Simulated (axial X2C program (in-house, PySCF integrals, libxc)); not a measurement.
# Outer orbitals of MoGe at 2.467 Å, HF

Computed with an in-house all-electron X2C program for linear molecules (integrals from PySCF). Spin-free means the one-electron spin-free X2C Hamiltonian; two-component (2c) means X2C with spin–orbit coupling and atomic mean-field two-electron Coulomb and Gaunt terms, so the difference of the two also holds small scalar two-electron terms. Basis: Mo dyall-cv3z [11s12p9d5f3g], Ge dyall-cv3z [9s9p7d4f1g] (cores contracted in-house); Gaussian nuclei, density fitting, unrestricted open shells. Masses: Mo 97.905 u, Ge 73.921 u.

The distance is close to the 2c PBE0 minimum; the highest filled and lowest empty levels are listed.

Spin-free orbitals, state M_S = 2, Λ = 1 (beyond evenly filled blocks: σα, π+α, π+β, π-α, δ+α, δ-α) (Löwdin shares):

| symmetry | occupied | ε (eV) | atomic character |
| --- | --- | --- | --- |
| σβ | yes | -16.92 | 67% Ge s, 12% Mo p, 10% Mo d |
| σα | yes | -14.75 | 59% Ge s, 20% Mo d, 10% Mo p |
| δ-α | yes | -9.86 | 100% Mo d |
| δ+α | yes | -9.86 | 100% Mo d |
| π+α | yes | -9.78 | 93% Mo d, 4% Ge p |
| π-α | yes | -9.78 | 93% Mo d, 4% Ge p |
| σα | yes | -9.21 | 75% Mo d, 9% Ge s, 8% Mo s |
| σβ | yes | -7.57 | 80% Ge p, 7% Mo d, 6% Mo s |
| π+β | yes | -7.36 | 75% Ge p, 12% Mo d, 6% Mo p |
| σα | yes | -6.48 | 52% Mo s, 34% Ge p, 7% Mo p |
| π-β | no | -0.19 | 65% Ge p, 21% Mo p, 11% Mo d |
| π-α | no | 0.09 | 72% Mo p, 26% Ge p |
| π+α | no | 0.09 | 72% Mo p, 26% Ge p |
| σα | no | 0.32 | 41% Mo p, 30% Ge p, 23% Mo s |

Spinors with spin–orbit coupling (state Ω = 3):

```csv
ω,occupied,ε (eV),atomic character,λ mixture
-1/2,yes,-16.88,"67% Ge s, 12% Mo p, 10% Mo d",100% σ
1/2,yes,-14.75,"59% Ge s, 20% Mo d, 10% Mo p",100% σ
-3/2,yes,-9.96,100% Mo d,100% δ
-1/2,yes,-9.85,"93% Mo d, 4% Ge p",100% π
5/2,yes,-9.76,100% Mo d,100% δ
3/2,yes,-9.74,"93% Mo d, 4% Ge p",100% π
1/2,yes,-9.22,"74% Mo d, 9% Ge s, 8% Mo s",100% σ
-1/2,yes,-7.56,"80% Ge p, 7% Mo d, 6% Mo s","99% σ, 1% π"
1/2,yes,-7.40,"75% Ge p, 12% Mo d, 6% Mo p",100% π
1/2,yes,-6.47,"52% Mo s, 34% Ge p, 7% Mo p",100% σ
-3/2,no,-0.14,"64% Ge p, 22% Mo p, 11% Mo d",100% π
-1/2,no,0.08,"72% Mo p, 26% Ge p","99% π, 1% σ"
3/2,no,0.12,"73% Mo p, 25% Ge p",100% π
1/2,no,0.32,"41% Mo p, 30% Ge p, 23% Mo s",100% σ
```

(1) How does the gap between the highest filled and lowest empty level change from the spin-free to the 2c table?

Mulliken charges and populations of the two-component result (they depend on the basis, above all on diffuse functions):

Mo 0.08 e (s 8.85 p 18.10 d 14.95 f 0.01), Ge -0.08 e (s 7.89 p 14.15 d 10.03 f 0.01). ⟨Lz⟩ = 0.99 ħ and ⟨Sz⟩ = 2.01 ħ (2.72 and -0.71 on the two atoms), which add up to Ω.

Occupations by symmetry block were frozen at the best pattern of an incomplete PBE0 search. Other states lie close and PBE0, whose exact exchange favours high spin, may order them wrongly; the determinant shown need not be the ground state. The nearest other spin-free determinant of the search, M_S = 2, Λ = 0, lies 0.21 eV up at the distance of the search. With several unpaired electrons one determinant need not be a pure state. A state of lower Ω lies just above, and one determinant can place such states too high, so the state shown need not be the lowest. The search has Ω = 1 only 0.11 eV up. Open-shell Ω = 0 determinants with evenly filled partner blocks cannot be reached by this program, so the Ω shown need not be the lowest component. The determinant is spin-polarised beyond a pure state at some levels (its spin-free form has ⟨S²⟩ too high), which makes Re and μ there less reliable.

Results:

(1) From 6.29 to 6.33 eV at HF, a change of 0.04 eV.
